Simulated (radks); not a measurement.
Values are calculated unless marked as measured or tabulated.
Hg LIII, 28 electrons, occupied as [Ar] 3d10 (the NIST ground configuration).

Code: a radial shooting solver on a logarithmic mesh with Libxc functionals. Model: Dirac Kohn-Sham, relativistic LDA (MacDonald-Vosko exchange, VWN5 correlation), spin-unpolarised, spherical densities, finite nucleus; Fermi nuclear charge, rms radius 5.4648 fm.

Energy parts (eV):
| part | energy |
|---|---|
| total | -476998.51 |
| kinetic | 553989.39 |
| electron-nucleus | -1107878.59 |
| Hartree | 82688.61 |
| exchange-correlation | -5797.93 |

Orbitals (lengths in bohr, moments of r in powers of bohr; <r^-3> diverges for s and p1/2; r(max) is where P^2 peaks):
| orbital | occ. | eigenvalue (eV) | <r^4> | <r^-3> | <1/r> | r(max) | small-component weight |
|---|---|---|---|---|---|---|---|
| 1s1/2 | 2 | -85335.76 | 4.064e-07 | - | 97.03 | 0.01028 | 9.18e-02 |
| 2s1/2 | 2 | -17478.00 | 0.00005810 | - | 23.97 | 0.05955 | 2.12e-02 |
| 2p1/2 | 2 | -16917.40 | 0.00003429 | - | 23.93 | 0.04372 | 2.13e-02 |
| 2p3/2 | 4 | -14984.97 | 0.00005346 | 21370 | 19.41 | 0.05115 | 1.89e-02 |
| 3s1/2 | 2 | -6178.424 | 0.001924 | - | 9.003 | 0.1658 | 7.41e-03 |
| 3p1/2 | 2 | -5930.608 | 0.001648 | - | 8.919 | 0.1543 | 7.35e-03 |
| 3p3/2 | 4 | -5480.325 | 0.002233 | 5281 | 7.742 | 0.1687 | 6.70e-03 |
| 3d3/2 | 4 | -5078.987 | 0.001416 | 931.0 | 7.628 | 0.1305 | 6.55e-03 |
| 3d5/2 | 6 | -4980.050 | 0.001551 | 770.2 | 7.361 | 0.1345 | 6.37e-03 |

The highest occupied level is 3d5/2 at -4980.1 eV. The density falls to 0.001 e/bohr^3 at r = 0.60 bohr. The electron density at the nucleus is 2.271e+06 e/bohr^3.
